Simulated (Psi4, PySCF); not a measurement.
Input for Psi4:
```
memory 2 GB

molecule {
0 2
  O     0.07101639   -0.66456001    0.19109071
  C    -0.06692834    0.67303357   -0.09082657
  C     1.35818535   -1.19034893    0.02589577
  C    -1.44549983    1.21108447   -0.04695723
  H     0.68863969    1.12953665   -0.71319426
  H     1.29299347   -2.25508650    0.24458366
  H     1.71840718   -1.04941663   -1.00022698
  H     2.07110162   -0.72074430    0.71400912
  H    -1.97038421    1.09659057   -1.00448575
  H    -2.01653063    0.67958044    0.71033681
  H    -1.42690127    2.27340509    0.19157975
}

set basis 6-311g**
set reference uhf
set freeze_core true
set mp2_type conv
set scf_type pk
set puream true
set d_convergence 1e-8

energy('mp2')
print_variables()
```

Give the equivalent PySCF input.

This is not unique; one that fits is 
```python
from pyscf import gto, scf, mp

mol = gto.M(
    atom='''
O     0.07101639   -0.66456001    0.19109071
C    -0.06692834    0.67303357   -0.09082657
C     1.35818535   -1.19034893    0.02589577
C    -1.44549983    1.21108447   -0.04695723
H     0.68863969    1.12953665   -0.71319426
H     1.29299347   -2.25508650    0.24458366
H     1.71840718   -1.04941663   -1.00022698
H     2.07110162   -0.72074430    0.71400912
H    -1.97038421    1.09659057   -1.00448575
H    -2.01653063    0.67958044    0.71033681
H    -1.42690127    2.27340509    0.19157975
''',
    basis='6-311g**',
    spin=1,
    verbose=4,
)

mf = scf.UHF(mol)
mf.kernel()

pt = mp.MP2(mf, frozen=4)
pt.kernel()
print('E(MP2) = %.10f' % pt.e_tot)
```

Both were run: Psi4 gave -193.156594 Eh and PySCF -193.156594 Eh, 0.000 mEh apart.
